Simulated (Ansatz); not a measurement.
Start from `[AsH2][SiH]1CO1` and change one atom or group to get `Br[SiH]1CO1`.

Ansatz, PBE0-D4/def2-TZVP geometries, multiplicity 1. 

Scalar relativity is left out up to krypton. Spin–orbit coupling is left out; it splits and shifts lone-pair levels of the heavy atoms by tenths of an eV.

| property | `[AsH2][SiH]1CO1` |
| --- | --- |
| LUMO energy (ωB97M-V/def2-TZVPP) / eV | 1.21 |
| HOMO energy (PBE0/def2-TZVPP) / eV | -7.55 |
| size of the dipole moment (PBE/def2-TZVPP) / D | 1.73 |
| HOMO–LUMO gap (PBE/def2-TZVPP) / eV | 4.88 |
| LUMO energy (PBE/def2-TZVPP) / eV | -1.44 |
| size of the dipole moment (ωB97M-V/def2-TZVPP) / D | 1.99 |

Q: What does the change do to each property? (Best estimate.)

A: Ansatz gave: 
| property | `Br[SiH]1CO1` | shift |
| --- | --- | --- |
| LUMO energy (ωB97M-V/def2-TZVPP) / eV | 1.32 | 0.11 |
| HOMO energy (PBE0/def2-TZVPP) / eV | -7.83 | -0.28 |
| size of the dipole moment (PBE/def2-TZVPP) / D | 1.53 | -0.20 |
| HOMO–LUMO gap (PBE/def2-TZVPP) / eV | 5.24 | 0.36 |
| LUMO energy (PBE/def2-TZVPP) / eV | -1.31 | 0.13 |
| size of the dipole moment (ωB97M-V/def2-TZVPP) / D | 1.74 | -0.25 |

With PBE0 the HOMO falls by 0.28 eV and the LUMO rises by 0.14 eV, so the gap widens by about 0.42 eV. PBE moves the HOMO by -0.23 eV and ωB97M-V by -0.34 eV. Dipoles are sizes alone; their direction can turn.
